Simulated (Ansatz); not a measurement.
Basis-set extrapolation for `N[Si](N)(O)F` (PBE0-D4/def2-TZVP geometry, frozen core, the Gaussian-basis code of Ansatz). Multiplicity 1, RHF reference.

```csv
,def2-TZVPP,def2-QZVPP
HF,-575.404581,-575.428656
MP2 correlation,-1.033386,-1.119286
CCSD(T) correlation,-1.090066,not run
```

Energies in hartree. Use E(X) = E(∞) + A·exp(−7.88·√X) for Hartree–Fock and E(X) = E(∞) + B·X^(−2.97) for correlation, with X = 3 and 4, and add CCSD(T) minus MP2 of the smaller set to the MP2 limit.

What is the CCSD(T) energy at the basis-set limit?

HF limit: -575.428656 + (-0.024075) × 0.13774 = -575.43197. MP2 limit: -1.119286 + (-0.085900) × 0.74074 = -1.18292. Higher-order term: -1.090066 − (-1.033386) = -0.05668. Total: -576.67157 hartree, 111.0 kcal/mol below CCSD(T)/def2-TZVPP.
